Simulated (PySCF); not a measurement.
ZrFCl3 (singlet state).
Bonds: Zr1–F2, Zr1–Cl3, Zr1–Cl4, Zr1–Cl5.

A GFN2-xTB structure was refined with PySCF 2.14.0, PBE0-D3(BJ)/def2-SVP geometry optimisation, gas phase, def2 core potentials past Kr. Its GFN2-xTB values:

```csv
coordinate,GFN2-xTB
Zr1–F2,1.816 Å
Zr1–Cl3,2.155 Å
F2–Zr1–Cl3,116.9°
Cl3–Zr1–Cl4,102.1°
Cl4–Zr1–Cl5,105.5°
```

Question: How do these coordinates change at the PBE0-D3(BJ)/def2-SVP level?

Answer: 
| coordinate | PBE0-D3(BJ)/def2-SVP (Å or °) | change |
| --- | --- | --- |
| Zr1–Cl3 | 2.327 | +0.172 |
| Zr1–F2 | 1.883 | +0.067 |
| Cl3–Zr1–Cl4 | 109.3 | +7.2 |
| F2–Zr1–Cl3 | 109.8 | -7.1 |
| Cl4–Zr1–Cl5 | 108.3 | +2.8 |

The energy falls by 12.3 kcal/mol over 11 energy and gradient evaluations, the largest force component goes from 0.0763 to 2.8e-04 Eh/bohr, and the atoms move by 0.124 Å rms after alignment. The bond that changes most is Zr1–Cl3 (ends: zirconium bonded to 3 Cl and F; chlorine bonded to Zr), which lengthens by 0.172 Å. Bonds longer at the end by more than 0.005 Å: 4 of 4; shorter: 0. Rotational constants go from 1489, 1395, 1141 to 1360, 1345, 1010 MHz.

The run used 99 basis functions and 74 SCF cycles in all.

No frequency check.
